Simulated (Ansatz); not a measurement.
Consider the redistribution: `N[SiH](Cl)[GeH3]` + `C[Se]C(O)F` → `C[Se][GeH3]` + `N[Si@@H](Cl)[C@H](O)F`.

Gas-phase electronic energies from Ansatz, PBE0-D4/def2-TZVP geometries. CCSD(T)/CBS adds triple-zeta CCSD(T) − MP2 to the extrapolated MP2 energy (def2 sets, frozen cores). Functionals use def2-TZVPP. B3LYP here is the variant with VWN-RPA as its local correlation; programs differ in this. For Ge, Se outer-core shells are correlated without core-valence functions, which leaves a few kJ/mol of doubt a bond. Scalar relativity is left out up to krypton. One conformer a species, not always the lowest.

`N[SiH](Cl)[GeH3]`:

Z-matrix (Å, degrees):
```
Si
Cl 1 2.081
Ge 1 2.374 2 106.7
N 1 1.705 2 114.6 3 -120.8
H 1 1.481 2 105.1 3 121.7
H 3 1.539 1 109.3 2 -72.7
H 3 1.535 1 110.7 2 46.9
H 3 1.538 1 110.9 2 168.0
H 4 1.008 1 120.2 2 -73.8
H 4 1.007 1 120.6 2 72.2
```

`C[Se]C(O)F`:

Z-matrix (Å, degrees):
```
C
Se 1 1.941
H 1 1.089 2 106.4
H 1 1.089 2 110.7 3 -118.5
H 1 1.088 2 109.7 3 118.7
C 2 1.953 1 95.7 3 -179.1
F 6 1.374 2 106.5 1 179.8
O 6 1.367 2 109.9 1 59.8
H 6 1.096 2 110.3 1 -64.8
H 8 0.964 6 109.0 2 -166.6
```

`C[Se][GeH3]`:

Z-matrix (Å, degrees):
```
C
Se 1 1.956
H 1 1.089 2 106.3
H 1 1.088 2 110.5 3 118.6
H 1 1.088 2 110.5 3 -118.6
Ge 2 2.344 1 96.7 3 180.0
H 6 1.534 2 106.7 1 179.9
H 6 1.539 2 110.1 1 59.9
H 6 1.539 2 110.1 1 -60.2
```

`N[Si@@H](Cl)[C@H](O)F`:

```xyz
11

N     0.790   -0.973   -1.289
Si    0.776    0.408   -0.315
Cl    0.635    2.214   -1.320
C    -0.807    0.321    0.749
O    -0.613   -0.558    1.786
F    -1.839   -0.140   -0.084
H     1.605   -1.262   -1.802
H    -0.066   -1.304   -1.706
H     2.014    0.486    0.485
H    -1.143    1.307    1.094
H    -1.351   -0.500    2.403
```

Task: Is it downhill or uphill in electronic energy at CCSD(T)/CBS, and by how much? (Estimate.)

Result: Computed: Downhill: ΔE = -63.9 kJ/mol.

Task: What do these levels give: PBE-D4, PBE0-D4, ωB97X-V, ωB97M-V, PBE, B3LYP, HF/def2-TZVPP, MP2/def2-TZVPP, SCS-MP2/def2-TZVPP, HF/def2-QZVPP, MP2/def2-QZVPP, MP2/CBS(def2)? (Best estimate.)

Result: The calculation gave: PBE-D4 -54.4, PBE0-D4 -60.0, ωB97X-V -64.3, ωB97M-V -66.5, PBE -54.1, B3LYP -64.8, HF/def2-TZVPP -81.0, MP2/def2-TZVPP -65.5, SCS-MP2/def2-TZVPP -66.9, HF/def2-QZVPP -80.9, MP2/def2-QZVPP -66.2, MP2/CBS(def2) -66.9 kJ/mol.

Largest T1 diagnostic among the species: 0.011.

From PBE to PBE0 (25 % exact exchange), in def2-TZVPP and without D4, ΔE moves by −5.6 kJ/mol. In def2-TZVPP, CCSD(T) changes the Hartree–Fock value by +18.4 kJ/mol (the triples alone add +2.4 kJ/mol) and MP2 by +15.5 kJ/mol.
